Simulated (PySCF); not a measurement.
GeO₃, SMILES [O]=[Ge]1[O][O]1.

Geometry optimised at PBE-D3(BJ)/def2-SVP.

These are PBE-D3(BJ)/def2-SVP in PySCF 2.14.0 values and carry that method's errors.

Frequencies are harmonic and unscaled.

```
mode  ν (cm⁻¹)  IR (km/mol)  moving atoms (share of kinetic energy)
----  --------  -----------  --------------------------------------
1          185         30.2                         O 71 %, Ge 29 %
2          186         28.1                         O 63 %, Ge 37 %
3          539         22.2                         O 89 %, Ge 11 %
4          627         11.6                          O 92 %, Ge 8 %
5          788          0.3                                  O 98 %
6          991         42.0                         O 73 %, Ge 27 %
```
